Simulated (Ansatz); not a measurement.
`[SiH3][O][GeH3]` + Cl• → `[SiH2][O][GeH3]`• + HCl at 400 K and 1 bar (hydrogen abstraction from the Si–H bond).

Program: Ansatz. Geometries: PBE0-D4/def2-TZVP. ΔE: electronic, gas phase. CCSD(T)/CBS adds triple-zeta CCSD(T) − MP2 to the extrapolated MP2 energy (def2 sets, frozen cores). This one scheme is used for every species, atoms too. No spin–orbit coupling; open shells (•) take unrestricted orbitals. Spin–orbit coupling would lower the free atoms: a little for Cl. For Ge outer-core shells are correlated without core-valence functions, so the limit isn't a true one: a few kJ/mol of doubt a bond, and 10 to 20 or more in all where bonds break to atoms. Scalar relativity is left out up to krypton.

| species | CCSD(T)/CBS energy (Eh) | H − E (kJ/mol) | S (J/(mol·K)) |
| --- | --- | --- | --- |
| `[SiH3][O][GeH3]` | -2444.01593 | 167.7 | 374.2 |
| Cl• | -459.70966 | 8.3 | 174.4 |
| `[SiH2][O][GeH3]`• | -2443.35932 | 141.5 | 372.6 |
| HCl | -460.38127 | 29.6 | 195.4 |

H − E and S are ideal-gas, rigid-rotor, harmonic terms from PBE0-D4/def2-TZVP, for one conformer and one mirror image of each species, with the whole ground term of open shells counted as degenerate. 1 Eh = 2625.50 kJ/mol, R = 8.31446 J/(mol·K).

Task: By hand: ΔE, ΔH, ΔS and ΔG.

Result: ΔE = (-2443.35932) + (-460.38127) − (-2444.01593) − (-459.70966) = -0.01500 Eh = -39.4 kJ/mol. Δ(H − E) = 141.5 + 29.6 − 167.7 − 8.3 = -4.9, so ΔH = -44.3 kJ/mol. ΔS = 372.6 + 195.4 − 374.2 − 174.4 = 19.4 J/(mol·K). ΔG = -44.3 − 400 × (19.4)/1000 = -52.1 kJ/mol.

Task: By hand: the equilibrium constant, and the temperature at which ΔG would vanish if ΔH and ΔS stayed fixed.

Result: log₁₀ K = −ΔG/(RT ln 10) = 6.8. ΔH and −TΔS have one sign here, so there is no such temperature.

ΔH outweighs TΔS. A doubt of 5 kJ/mol in ΔE shifts log₁₀ K by 0.7 here. Other conformers and mirror images would add mixing entropy, several J/(mol·K) or more a flexible species. Modes under 60 cm⁻¹, often nearly free rotors, make the harmonic entropy too high. These are equilibria of isolated gas molecules and say nothing of rates. Largest T1 diagnostic: 0.014 (customary marks: 0.02 for closed shells, 0.045 for open ones).
